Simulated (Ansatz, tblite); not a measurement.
Cost and result up the ladder for `CCCCCCCCCCO` (33 atoms). The state is a singlet with charge 0. Geometry: PBE0-D4/def2-SVP.

```xyz
33

C    -5.4463    1.0681    0.9175
C    -4.1990    0.6482    0.1565
C    -2.9756    0.4724    1.0456
C    -1.7238    0.0465    0.2921
C    -0.5056   -0.1280    1.1900
C     0.7496   -0.6305    0.4834
C     1.3268    0.3386   -0.5422
C     2.5896   -0.1552   -1.2418
C     3.8023   -0.3297   -0.3357
C     5.0632   -0.7312   -1.0872
O     4.9610   -1.9815   -1.7177
H    -5.2940    2.0285    1.4363
H    -5.7176    0.3228    1.6827
H    -6.3121    1.1863    0.2481
H    -4.3932   -0.2969   -0.3816
H    -3.9730    1.3940   -0.6264
H    -2.7750    1.4184    1.5818
H    -3.1998   -0.2715    1.8323
H    -1.9224   -0.9031   -0.2386
H    -1.5113    0.7901   -0.4960
H    -0.2820    0.8323    1.6906
H    -0.7633   -0.8318    2.0008
H     0.5286   -1.5936   -0.0131
H     1.5141   -0.8564    1.2451
H     0.5655    0.5569   -1.3095
H     1.5403    1.3045   -0.0477
H     2.8489    0.5530   -2.0499
H     2.3645   -1.1186   -1.7368
H     3.9979    0.6148    0.2029
H     3.5987   -1.0957    0.4309
H     5.9056   -0.8109   -0.3817
H     5.3309    0.0677   -1.8111
H     4.3065   -1.9087   -2.4197
```

Ansatz on 4 threads of Arm Neoverse V2 on a shared host; xTB runs through tblite on one thread. Times are rough, summed over both states, and most runs start from the orbitals of an earlier one. PBE0-D4/def2-TZVP serves as the yardstick here, not as an exact answer. The other state is a triplet.

The xTB rows come from tblite.

xTB has no spin-polarisation term.

```json
{"level": "GFN2-xTB", "functions": "66", "wall time": "0.031 s"}
{"level": "GFN1-xTB", "functions": "88", "wall time": "0.052 s"}
{"level": "PBE-D4/def2-TZVP (with forces)", "functions": "473", "wall time": "51 s"}
{"level": "PBE0-D4/def2-TZVP (with forces)", "functions": "473", "wall time": "60 s"}
```

Q: Estimate what each level gives for the vertical triplet (eV).

A: 
```
                          level  vertical triplet (eV)  difference from PBE0-D4/def2-TZVP (eV)
                       GFN2-xTB                  12.37                                    5.46
                       GFN1-xTB                   8.69                                    1.78
 PBE-D4/def2-TZVP (with forces)                   6.58                                   -0.33
PBE0-D4/def2-TZVP (with forces)                   6.91                                    0.00
```
